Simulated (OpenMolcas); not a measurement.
An atom or ion with 6 electrons was computed by SS-CASPT2, IPEA 0.25 Eh, imaginary shift 0.1 Eh with spin-orbit coupling (OpenMolcas, ANO-RCC-VTZP, DKH2). The lowest levels that the run gave, each within 12 % of the measured value where one is at hand:

```json
{"J": "0", "Parity": "even", "E (cm⁻¹)": "0.0", "g": ""}
{"J": "1", "Parity": "even", "E (cm⁻¹)": "45.5", "g": "1.501"}
{"J": "2", "Parity": "even", "E (cm⁻¹)": "135", "g": "1.501"}
{"J": "2", "Parity": "even", "E (cm⁻¹)": "15720", "g": "1.000"}
{"J": "0", "Parity": "even", "E (cm⁻¹)": "32400", "g": ""}
{"J": "2", "Parity": "odd", "E (cm⁻¹)": "44470", "g": "2.002"}
{"J": "1", "Parity": "odd", "E (cm⁻¹)": "90770", "g": "0.499"}
{"J": "2", "Parity": "odd", "E (cm⁻¹)": "90780", "g": "1.167"}
{"J": "3", "Parity": "odd", "E (cm⁻¹)": "90780", "g": "1.334"}
{"J": "0", "Parity": "odd", "E (cm⁻¹)": "108970", "g": ""}
{"J": "1", "Parity": "odd", "E (cm⁻¹)": "108980", "g": "1.501"}
{"J": "2", "Parity": "odd", "E (cm⁻¹)": "108980", "g": "1.501"}
```

Task: Which ion is it, and what are the configurations and terms?

Result: N II (Z = 7, charge +1; active space 4 electrons in 8 orbitals (2s 2p 3s 3p)). J, parity and g give the terms where levels are pure, and mixed ones are named by the computed weights; the size of the splittings, set against known spectra of the 6-electron sequence, gives the charge. In order, with the measured energies in cm⁻¹ (NIST Handbook of Basic Atomic Spectroscopic Data): 2s² 2p² ³P₀, 2s² 2p² ³P₁ (48.7), 2s² 2p² ³P₂ (131), 2s² 2p² ¹D₂ (15316), 2s² 2p² ¹S₀ (32689), 2s 2p³ ⁵S°₂ (46785), 2s 2p³ ³D°₁ (92251), 2s 2p³ ³D°₂ (92250), 2s 2p³ ³D°₃ (92236), 2s 2p³ ³P°₀ (109223), 2s 2p³ ³P°₁ (109216), 2s 2p³ ³P°₂ (109217).

Term energies are means over components that CASPT2 splits; among the terms shown or strongly mixed into the levels shown the widest spread is 56 cm-1 (2s 2p³ ³D°). The run also gave levels led by 2s² 2p 3s, which use shells meant for correlation; these and all levels above them are left out. Computed and measured levels are paired by configuration, term and J; levels that our copy of the source lacks, or whose pairing is in doubt (as where it misses far off the trend of its configuration), stay unpaired and out of the deviations. Levels of configurations outside the active space are missing.

° marks odd parity.
